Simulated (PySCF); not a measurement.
BiF3, SMILES [F][Bi]([F])[F]. The structure is a stationary point at B3LYP-D3(BJ)/def2-SVP. The isomer is the one that the SMILES or the coordinates give; other isomers of the formula were not compared. The def2 effective core potentials stand for the cores of Bi; spin–orbit coupling is left out.

Method: B3LYP-D3(BJ)/def2-SVP (PySCF).

Harmonic wavenumbers (cm⁻¹): 166, 166, 189, 590, 590, 604. Rotational constants (GHz): 3.750, 3.750, 2.931; symmetry number 3.

Task: Work out the zero-point energy and the ideal-gas rigid-rotor harmonic-oscillator thermochemistry at 298.15 K and 1 atm.

Result: ZPE = ½ Σ hcν = ½ × 2306 cm⁻¹ = 3.30 kcal/mol. H − E(el) = 7.11 kcal/mol. Entropy in cal/(mol K): translation 42.63, rotation 24.28, vibration 8.58, total 75.49. G − E(el) = -15.40 kcal/mol. Cp = 16.70 cal/(mol K).
